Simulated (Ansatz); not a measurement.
boron oxyfluoride (SMILES O=BF) moved off its minimum; all values from Ansatz (a quantum-chemistry and plane-wave program), cores frozen in correlated methods.
(charge 0, multiplicity 1)
```xyz
3

F      0.0021    -0.0005    -1.1944
B     -0.0014    -0.0357     0.0949
O      0.0030     0.0097     1.2945
```

**Question.** Give the forces (eV/Å), the total energy and the dipole at CCSD(T)/aug-cc-pVTZ.

**Answer.** 
```json
[
 {"atom": "F1", "Fx": "-0.015", "Fy": "-0.152", "Fz": "-0.038"},
 {"atom": "B2", "Fx": "0.025", "Fy": "0.261", "Fz": "-1.446"},
 {"atom": "O3", "Fx": "-0.010", "Fy": "-0.109", "Fz": "1.484"}
]
```
Energy -199.7575 hartree, dipole 2.04 D.
